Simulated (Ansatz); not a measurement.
**Molecular dynamics of CH$_{6}$OSiSn**

Input:

```yaml
crystal:
  periodic: [false, false, false]
  atoms:
    - { symbol: C, position_ang: [-0.9338, 0.482755, -0.492311] }
    - { symbol: O, position_ang: [-0.589438, -0.767435, -1.067404] }
    - { symbol: Sn, position_ang: [0.817897, -1.602841, 0.467422] }
    - { symbol: Si, position_ang: [0.547571, 0.948995, 0.658654] }
    - { symbol: H, position_ang: [-1.856457, 0.426986, 0.122202] }
    - { symbol: H, position_ang: [-1.152036, 1.211733, -1.294344] }
    - { symbol: H, position_ang: [2.255147, -2.193596, -0.29185] }
    - { symbol: H, position_ang: [-0.851782, -1.905575, -0.013728] }
    - { symbol: H, position_ang: [0.227922, 1.621657, 1.956978] }
    - { symbol: H, position_ang: [1.618176, 1.726021, -0.042819] }
basis:
  gaussian: { orbitals: def2-SVP }
hamiltonian:
  xc: pbe0
  dispersion: d4
md:
  timestep: 0.5
  n_steps: 200
  ensemble: nve
  temperature: 300.0
  initial_velocities: maxwell_boltzmann
  seed: 4645
```

Launched with:

```bash
$ ansatz run input.yaml --threads 2 --pin off --max-ram 3072MiB --backend cpu --events-out ev --progress --plain --runs-dir out
```

It starts at the highest image of a converged band. Of that band: Neighbouring images differ by up to 1.6 eV, so the band resolves the path poorly. A vibrational analysis at the climbing image gives one clearly imaginary mode, 1305i cm⁻¹: a first-order saddle point.

Output, in part (step lines, the closing report, with atoms numbered from 0):

```
md step     0: t =     0.00 fs  T =   300.0 K  F+E_penalty+E_count = -16876.36415746 eV  E_kin = 0.310224 eV  conserved = -16876.05393347 eV  (29 SCF iters)
md step     1: t =     0.50 fs  T =   295.5 K  F+E_penalty+E_count = -16876.35947632 eV  E_kin = 0.305600 eV  conserved = -16876.05387657 eV  (35 SCF iters)
md step     2: t =     1.00 fs  T =   282.9 K  F+E_penalty+E_count = -16876.34627559 eV  E_kin = 0.292551 eV  conserved = -16876.05372430 eV  (34 SCF iters)
md step     3: t =     1.50 fs  T =   264.4 K  F+E_penalty+E_count = -16876.32696239 eV  E_kin = 0.273454 eV  conserved = -16876.05350801 eV  (34 SCF iters)
md step     4: t =     2.00 fs  T =   243.4 K  F+E_penalty+E_count = -16876.30495724 eV  E_kin = 0.251688 eV  conserved = -16876.05326965 eV  (34 SCF iters)
md step     5: t =     2.50 fs  T =   223.4 K  F+E_penalty+E_count = -16876.28402848 eV  E_kin = 0.230975 eV  conserved = -16876.05305389 eV  (34 SCF iters)
md step     6: t =     3.00 fs  T =   207.6 K  F+E_penalty+E_count = -16876.26758653 eV  E_kin = 0.214687 eV  conserved = -16876.05289950 eV  (34 SCF iters)
md step     7: t =     3.50 fs  T =   198.5 K  F+E_penalty+E_count = -16876.25806994 eV  E_kin = 0.205238 eV  conserved = -16876.05283181 eV  (33 SCF iters)
[... lines left out ...]
Total energy: -16877.20410687 eV, -620.2258111476 hartree
Atom 0 at    -1.084037     1.113521    -0.820797 Å, force     0.876232     0.195828    -0.788528 eV/Å
Atom 1 at    -1.554950    -0.101343    -1.392776 Å, force     2.000997     0.068557    -5.249245 eV/Å
Atom 2 at     1.033642    -1.750960     0.617532 Å, force    -0.052274     0.092126    -0.150838 eV/Å
Atom 3 at     0.325335     0.798210     0.485186 Å, force    -0.545940     0.205947     0.955390 eV/Å
Atom 4 at    -1.931468     1.670997    -0.409975 Å, force    -0.252070     0.003272     0.414861 eV/Å
Atom 5 at    -0.666936     1.821176    -1.588265 Å, force    -0.172886    -0.410199     0.330383 eV/Å
Atom 6 at     0.574989    -1.777356    -1.091971 Å, force     0.129210    -0.200376    -0.145980 eV/Å
Atom 7 at    -1.115391    -0.148700    -2.497249 Å, force    -2.091054     0.095708     5.403910 eV/Å
Atom 8 at    -0.208083     1.131451     1.895930 Å, force     0.101310    -0.051228    -0.563829 eV/Å
Atom 9 at     1.486823     1.746286     0.361520 Å, force     0.006475     0.000364    -0.206124 eV/Å
Dipole moment:     0.181962     0.060682    -0.296108 e Å
```

The steps, from the saved trajectory:

```
time (fs)  T (K)  potential energy less start (eV)  conserved less start (meV/atom)
      0.0    300                             0.000                             0.00
      3.0    208                             0.097                             0.10
      6.0    251                             0.051                             0.08
      9.0    555                            -0.261                             0.26
     12.0   1167                            -0.920                            -2.30
     15.0   1784                            -1.553                            -1.90
     18.0    750                            -0.462                             0.38
     21.0   1844                            -1.603                            -0.62
     24.0   1545                            -1.293                            -0.63
     27.0   1211                            -0.939                             0.31
     30.0   1342                            -1.075                             0.23
     33.0   1464                            -1.197                             0.65
     36.0   1756                            -1.510                            -0.36
     39.0    889                            -0.606                             0.39
     42.0   2079                            -1.868                            -2.86
     45.0   2120                            -1.908                            -2.60
     48.0    818                            -0.532                             0.41
     51.0   1829                            -1.590                            -0.85
     54.0   1633                            -1.397                            -1.83
     57.0   1061                            -0.783                             0.35
     60.0   1082                            -0.807                             0.15
     63.0   1832                            -1.605                            -2.07
     66.0   1552                            -1.308                            -1.36
     69.0    555                            -0.260                             0.34
     72.0   1413                            -1.164                            -1.34
     75.0   1295                            -1.057                            -2.81
     78.0    850                            -0.566                             0.32
     81.0   1371                            -1.107                             0.02
     84.0   1350                            -1.072                             1.36
     87.0   1550                            -1.295                            -0.22
     90.0    983                            -0.703                             0.32
     93.0   1733                            -1.507                            -2.54
     96.0   1751                            -1.518                            -1.74
     99.0    909                            -0.627                             0.35
```

All steps were run. The conserved energy stayed within 3.2 meV per atom of its start (net change 0.25 meV per atom), so there is no drift, though single steps change it by up to 41 meV in the whole system, a sign of fast motions only just resolved. The system heated up, since it started high on the potential surface and ran downhill. A run of 0.1 ps of so small a system gives no equilibrium averages. The orbitals stay closed-shell, which can raise the energy where a bond breaks towards radicals; this wasn't checked here.

The step under study would form O2–H8 and break Sn3–H8. These pairs go: O2–H8 1.57 → 1.19 Å, Sn3–H8 1.76 → 4.11 Å. In the last frame they stand as after the step (other bonds may differ from the relaxed reactants and products). These pairs come and go: their bonding changes 22 times, last at 100 of 100 fs, so the outcome isn't settled. Also parted: O2–Sn3 2.24 → 3.67 Å. It ends as one piece, CH6OSiSn. Pairs count as bonded within 1.25 times the sum of covalent radii (0.12 Å more for H–H).

Last frame:

```xyz
10
Properties=species:S:1:pos:R:3
C -1.084 1.113 -0.821
O -1.555 -0.101 -1.393
Sn 1.034 -1.751 0.618
Si 0.325 0.798 0.485
H -1.931 1.671 -0.410
H -0.667 1.821 -1.588
H 0.575 -1.777 -1.092
H -1.115 -0.149 -2.497
H -0.208 1.131 1.896
H 1.487 1.746 0.361
```

Run time: 8.5 min on 2 threads of Arm Neoverse V2, on a shared host, peak memory 0.23 GiB.
